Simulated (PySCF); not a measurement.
Numbering as in the mapped SMILES `[CH3:1]/[CH:2]=[CH:3]\[CH:4]=[CH:5]/[S:6][SiH3:7]`; H(Xn) means a hydrogen on atom n.

Geometry: GFN2-xTB; GIAO shifts from PySCF, gas phase, non-relativistic, averaged over equivalent atoms.

At PBE0/pcSseg-1 (183 basis functions, 85 s wall time on 1 thread of an Intel Xeon, shared host):
```json
{"atoms": "C2", "δ (ppm)": "135.3"}
{"atoms": "C3", "δ (ppm)": "130.5"}
{"atoms": "C5", "δ (ppm)": "130.3"}
{"atoms": "C4", "δ (ppm)": "129.7"}
{"atoms": "C1", "δ (ppm)": "16.9"}
{"atoms": "Si7", "δ (ppm)": "-54.7"}
{"atoms": "H(C4)", "δ (ppm)": "6.84"}
{"atoms": "H(C3)", "δ (ppm)": "6.79"}
{"atoms": "H(C2)", "δ (ppm)": "5.87"}
{"atoms": "H(C5)", "δ (ppm)": "5.71"}
{"atoms": "H(Si7)", "δ (ppm)": "4.68"}
{"atoms": "H(C1)", "δ (ppm)": "1.94"}
```

Scale: TMS for $^{13}$C (σref 186.93) and $^{29}$Si (σref 349.16) and $^{1}$H (σref 31.72) (reference shieldings calculated alike).

**Question.** Estimate the result of repeating the calculation with PBE0/6-311G**.

**Answer.** 
```
 atoms  δ at PBE0/6-311G**  change
    C2               133.8    -1.5
    C3               128.9    -1.6
    C5               128.0    -2.3
    C4               127.8    -1.9
    C1                16.7    -0.2
   Si7               -52.6    +2.1
 H(C4)                6.83   -0.01
 H(C3)                6.90   +0.11
 H(C2)                6.02   +0.15
 H(C5)                5.95   +0.24
H(Si7)                4.89   +0.21
 H(C1)                1.91   -0.03
```

Shifts are taken against calculated references (same method and geometry level): $^{13}$C (σref 190.38) and $^{29}$Si (σref 353.34) and $^{1}$H (σref 32.08) against TMS.

The largest change is at C5 (alkene CH). Cost: 202 basis functions, 38 s wall time on 1 thread of an Arm Neoverse V1, shared host. The order of the carbon signals is the same at both levels.
